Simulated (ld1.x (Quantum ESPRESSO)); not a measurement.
# F, PAW: configuration errors across variants

ld1.x (Quantum ESPRESSO) 7.5 input, shortened:

```
&input
   title='F', zed=9., rel=1, dft='PBESOL', iswitch=3,
   config='[He] 2s2 2p3 3d-2'
 /
 &inputp
   pseudotype=3, lpaw=.true., tm=.true., lloc=2,
   nlcc=.true., new_core_ps=.true.,
   which_augfun='BESSEL', rmatch_augfun=0.60
 /
5
2S  1  0   2.00   0.00  0.55  0.70  0.0
2S  1  0   0.00  -4.65  0.55  0.70  0.0
2P  2  1   3.00   0.00  1.05  1.25  0.0
2P  2  1   0.00  -1.65  1.05  1.25  0.0
3D  3  2  -2.00   0.30  1.05  1.05  0.0
 &test
   configts(1)='2s2 2p3'
 /
```

All-electron excitation energies from the reference (eV): (1) 2s2 2p5 -57.595; (2) 2s2 2p4 -38.278; (3) 2s2 2p2 60.489; (4) 2s2 2p1 146.081; (5) 2s1 2p5 -19.290; (6) 2s2 2p5.3 -60.248; (7) 2s2 2p4.5 -50.085.

The default core radius of the base comes out at 0.29 bohr.

Errors AE − PS in meV (a dash: test not solved or not reliable):

| change | (1) | (2) | (3) | (4) | (5) | (6) | (7) | bound ghosts |
| --- | --- | --- | --- | --- | --- | --- | --- | --- |
| base | +40 | +14 | +13 | +54 | +17 | +46 | +27 | none |
| core correction a·sin(br)/r model core, default radius (ld1.x builds one for every PAW set, though the input has nlcc=.false.) | +40 | +14 | +13 | +52 | +16 | +47 | +27 | none |
| core correction Bessel-smoothed model core inside 0.26 bohr | +40 | +14 | +13 | +54 | +17 | +47 | +27 | none |
| core correction Bessel-smoothed model core inside 0.32 bohr | +40 | +14 | +13 | +54 | +17 | +46 | +27 | none |
| core correction Bessel-smoothed model core inside 0.42 bohr | +39 | +14 | +12 | +52 | +17 | +46 | +27 | none |
| core correction Bessel-smoothed model core inside 0.50 bohr | +39 | +14 | +12 | +49 | +16 | +45 | +26 | none |
| core correction Bessel-smoothed model core inside 0.64 bohr | +38 | +13 | +11 | +47 | +16 | +44 | +26 | none |
| core correction Bessel-smoothed model core inside 0.72 bohr | +38 | +14 | +12 | +48 | +15 | +45 | +26 | none |
| core correction Bessel-smoothed model core inside 0.78 bohr | +39 | +14 | +12 | +49 | +16 | +45 | +26 | none |
| core correction Bessel-smoothed model core inside 0.84 bohr | +39 | +14 | +12 | +50 | +16 | +46 | +27 | none |

Task: Give the same row for: core correction Bessel-smoothed model core inside 0.56 bohr.

Result: +38, +14, +12, +48, +16, +45, +26; bound ghosts: none.
